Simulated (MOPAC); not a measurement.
Input for MOPAC: AM1 on GeH4Se (SMILES [GeH3][SeH]), a point of a bond scan (R = 2.305 Å).

```
AM1 1SCF PRECISE CHARGE=0 THREADS=1
GeH4Se

Ge    -1.09101478 1     0.39859550 1     0.13875590 1
Se     1.11269607 1    -0.44681414 1    -0.15691432 1
H     -1.41982979 1     2.26537964 1    -1.17324242 1
H     -2.01228532 1    -0.74391991 1    -0.30936001 1
H     -1.33949231 1     0.74448071 1     1.61542516 1
H      1.74280898 1     0.79294562 1     0.32474253 1
```

Program output:

```
*******************************************************************************
 **                                                                           **
 **                              MOPAC v23.2.5                                **
 **                                                                           **
 *******************************************************************************
 ** MOPAC's Digital Object Identifier: https://doi.org/10.5281/zenodo.6511958 **
 **                                                                           **
 ** Please cite the open-source release paper for use of this MOPAC version:  **
 ** J. E. Moussa and J. J. P. Stewart (2026)                                  **
 ** MOPAC: An open-source semiempirical molecular orbital program             **
 ** J. Open Source Softw., 11(119), 8025, https://doi.org/10.21105/joss.08025 **
 *******************************************************************************

                              AM1 CALCULATION RESULTS

 *******************************************************************************
 *  AM1        - The AM1 Hamiltonian to be used
 *
 *
 *
 *                 CHARGE ON SYSTEM = 0
 *
 *
 *
 *  PRECISE    - TIGHTER CRITERIA TO BE USED
 *  1SCF       - DO 1 SCF AND THEN STOP
 *  THREADS=1  - MULTI-THREADING NOT USED
 *  T=         - A TIME OF 172800.0 SECONDS REQUESTED
 *  DUMP=N     - RESTART FILE WRITTEN EVERY 7200.0 SECONDS REQUESTED
 *******************************************************************************
AM1 1SCF PRECISE CHARGE=0 THREADS=1
 GeH4Se

   ATOM   CHEMICAL          X               Y               Z
  NUMBER   SYMBOL      (ANGSTROMS)     (ANGSTROMS)     (ANGSTROMS)

     1      Ge         -1.09101478  *   0.39859550  *   0.13875590  *
     2      Se          1.11269607  *  -0.44681414  *  -0.15691432  *
     3       H         -1.41982979  *   2.26537964  *  -1.17324242  *
     4       H         -2.01228532  *  -0.74391991  *  -0.30936001  *
     5       H         -1.33949231  *   0.74448071  *   1.61542516  *
     6       H          1.74280898  *   0.79294562  *   0.32474253  *



          CARTESIAN COORDINATES

    NO.       ATOM           X           Y           Z

     1        Ge         -1.0910      0.3986      0.1388
     2        Se          1.1127     -0.4468     -0.1569
     3         H         -1.4198      2.2654     -1.1732
     4         H         -2.0123     -0.7439     -0.3094
     5         H         -1.3395      0.7445      1.6154
     6         H          1.7428      0.7929      0.3247

  H: (AM1): M.J.S. DEWAR ET AL, J. AM. CHEM. SOC. 107 3902-3909 (1985)
 Ge: (AM1): M.J.S.Dewar and C.Jie, Organometallics, 8, 1544, (1989)
 Se: (AM1): J. J. P. STEWART, J. MOL. MOD., 10, 155-164 (2004)

           Empirical Formula: H4 Ge Se  =     6 atoms



      MOLECULAR POINT GROUP   :   C1


      RHF CALCULATION, NO. OF DOUBLY OCCUPIED LEVELS = 7


 -------------------------------------------------------------------------------
 AM1 1SCF PRECISE CHARGE=0 THREADS=1
 GeH4Se



     1SCF WAS SPECIFIED, SO BFGS WAS NOT USED
     SCF FIELD WAS ACHIEVED


                              AM1 CALCULATION
                                                       MOPAC v23.2.5 Linux




          FINAL HEAT OF FORMATION =         83.13219 KCAL/MOL =     347.82509 KJ/MOL


          COSMO AREA              =        112.14 SQUARE ANGSTROMS
          COSMO VOLUME            =        100.04 CUBIC ANGSTROMS

          IONIZATION POTENTIAL    =          7.909478 EV
          HOMO LUMO ENERGIES (EV) =         -7.909 -1.806
          NO. OF FILLED LEVELS    =          7
          MOLECULAR WEIGHT        =        155.5816         POINT GROUP:  C1

          MOLECULAR DIMENSIONS (Angstroms)

            Atom       Atom       Distance
            H     6    H     4     4.10667
            H     3   Se     2     3.56060
           Se     2    H     5     2.43667


          SCF CALCULATIONS        =          1





   ATOM   CHEMICAL          X               Y               Z
  NUMBER   SYMBOL      (ANGSTROMS)     (ANGSTROMS)     (ANGSTROMS)

     1      Ge         -1.09101478  *   0.39859550  *   0.13875590  *
     2      Se          1.11269607  *  -0.44681414  *  -0.15691432  *
     3       H         -1.41982979  *   2.26537964  *  -1.17324242  *
     4       H         -2.01228532  *  -0.74391991  *  -0.30936001  *
     5       H         -1.33949231  *   0.74448071  *   1.61542516  *
     6       H          1.74280898  *   0.79294562  *   0.32474253  *

                             CARTESIAN COORDINATES

   1   Ge       -1.091014780     0.398595500     0.138755900
   2   Se        1.112696070    -0.446814140    -0.156914320
   3    H       -1.419829790     2.265379640    -1.173242420
   4    H       -2.012285320    -0.743919910    -0.309360010
   5    H       -1.339492310     0.744480710     1.615425160
   6    H        1.742808980     0.792945620     0.324742530


           Empirical Formula: H4 Ge Se  =     6 atoms



      MOLECULAR POINT GROUP   :   C1


                  EIGENVALUES
 -20.03073 -14.43207 -12.44277 -11.55865 -10.53291  -9.92707  -7.90948  -1.80618
  -1.07166   0.40531   0.77948   2.32013


              NET ATOMIC CHARGES AND DIPOLE CONTRIBUTIONS

  ATOM NO.   TYPE          CHARGE      No. of ELECS.   s-Pop       p-Pop
    1         Ge          -0.086926        4.0869     1.00265     3.08428
    2         Se          -0.037635        6.0376     1.97198     4.06565
    3          H           0.092266        0.9077     0.90773
    4          H           0.025422        0.9746     0.97458
    5          H           0.011938        0.9881     0.98806
    6          H          -0.005065        1.0051     1.00506
 DIPOLE           X         Y         Z       TOTAL
 POINT-CHG.    -0.740     0.851    -0.503     1.234
 HYBRID         0.010     0.439     0.493     0.661
 SUM           -0.730     1.290    -0.009     1.482


          ATOMIC ORBITAL ELECTRON POPULATIONS

     Atom    s        px        py        pz
    1 Ge   1.00265   0.97385   1.05584   1.05459
    2 Se   1.97198   1.08526   1.12218   1.85822
    3  H   0.90773
    4  H   0.97458
    5  H   0.98806
    6  H   1.00506

 **********************
 *                    *
 * JOB ENDED NORMALLY *
 *                    *
 **********************




 == MOPAC DONE ==
```

The run finished.

Cost: about 0.020 core-seconds (a rough figure).
